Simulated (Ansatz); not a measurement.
# Changing the shape of ScS, doublet

Calculated in Ansatz's Gaussian-basis code. Basis def2-SVP, nonrelativistic, 14 orbitals frozen in the corrections; active space CAS(9,10). Restricted Hartree–Fock, then the lowest state-specific CASSCF solution met for each case. The basis is small, far from the limit. Single-reference values can break down or jump between states where bonds are stretched. Solutions in different active orbitals can move differences by tenths of an eV and at times more than 1 eV.

Case A: bond length 2.1350 Å.

Case B: bond length 4.2700 Å. A bond is stretched, to 1.55 times the sum of the covalent radii.

Energy less that of case A, in eV:

```
case  RHF/ROHF  CASSCF
   B    +4.224  +3.953
```

Question: Give the SC-NEVPT2 energies against case A.

Answer: B: +4.040 eV (93.2 kcal/mol).
